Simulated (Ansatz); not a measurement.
Reaction (cleavage of the B–B bond): `BB1CN1` + `NB(O)Cl` → `BOB(N)Cl` + `B1CN1`

Calculated with Ansatz (gas phase, PBE0-D4/def2-TZVP geometries, no zero-point term in ΔE). CCSD(T)/CBS adds triple-zeta CCSD(T) − MP2 to the extrapolated MP2 energy (def2 sets, frozen cores). This one scheme is used for every species. DFT in def2-TZVPP. HSE06 is defined as in plane-wave codes. One conformer a species, not always the lowest.

`BB1CN1`:

Z-matrix (Å, degrees):
```
C
B 1 1.590
N 1 1.443 2 52.8
H 1 1.088 2 121.4 3 101.4
H 1 1.090 2 118.9 3 -105.3
B 2 1.632 1 146.8 3 176.0
H 3 1.003 1 134.0 2 -154.0
H 6 1.198 2 121.0 1 -76.7
H 6 1.197 2 122.0 1 98.7
```

`NB(O)Cl`:

Cartesian coordinates in Å:
```
N 0.175 1.050 -0.299
B -0.011 -0.241 0.188
O -0.450 -1.236 -0.630
Cl 0.335 -0.585 1.908
H 0.497 1.807 0.273
H -0.007 1.283 -1.260
H -0.539 -2.078 -0.180
```

`BOB(N)Cl`:

Z-matrix (Å, degrees):
```
B
O 1 1.354
H 1 1.197 2 120.8
H 1 1.197 2 116.7 3 179.9
B 2 1.377 1 131.0 3 0.5
Cl 5 1.775 2 122.0 1 1.8
N 5 1.389 2 118.7 1 -178.3
H 7 1.005 5 121.5 2 0.1
H 7 1.003 5 123.0 2 -179.9
```

`B1CN1`:

Cartesian coordinates in Å:
```
B 0.300 0.538 -0.730
C 0.275 -0.650 0.283
N -0.654 0.484 0.212
H 0.721 1.162 -1.643
H -0.124 -1.626 0.006
H 0.943 -0.681 1.143
H -1.462 0.774 0.729
```

```csv
level,ΔE (kJ/mol)
revPBE,-99.7
HSE06,-108.4
```

(1) What does CCSD(T)/CBS give? (Estimate.)

Largest T1 diagnostic among the species: 0.015.

## Answers

(1) Computed: -120.8 kJ/mol. The listed levels differ from it by 21.1, 12.4 kJ/mol.

At CCSD(T), def2-SVP lies −16.4 kJ/mol from the extrapolated value and def2-TZVPP −0.5 kJ/mol. From PBE to PBE0 (25 % exact exchange), in def2-TZVPP and without D4, ΔE moves by −5.3 kJ/mol. In def2-TZVPP, CCSD(T) changes the Hartree–Fock value by +9.7 kJ/mol (the triples alone add +0.3 kJ/mol) and MP2 by +6.2 kJ/mol.
